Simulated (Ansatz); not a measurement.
Basis-set extrapolation for `N=C([SiH3])S` (PBE0-D4/def2-TZVP geometry, frozen core, Ansatz). Multiplicity 1, RHF reference.

```json
{"": "HF", "def2-TZVPP": "-781.724207", "def2-QZVPP": "-781.748945"}
{"": "MP2 correlation", "def2-TZVPP": "-0.666331", "def2-QZVPP": "-0.715700"}
{"": "CCSD(T) correlation", "def2-TZVPP": "-0.744918", "def2-QZVPP": "not run"}
```

Energies in hartree. Use E(X) = E(∞) + A·exp(−7.88·√X) for Hartree–Fock and E(X) = E(∞) + B·X^(−2.97) for correlation, with X = 3 and 4, and add CCSD(T) minus MP2 of the smaller set to the MP2 limit.

Problem. What is the CCSD(T) energy at the basis-set limit?

Solution. HF limit: -781.748945 + (-0.024738) × 0.13774 = -781.75235. MP2 limit: -0.715700 + (-0.049369) × 0.74074 = -0.75227. Higher-order term: -0.744918 − (-0.666331) = -0.07859. Total: -782.58321 hartree, 299.5 kJ/mol below CCSD(T)/def2-TZVPP.
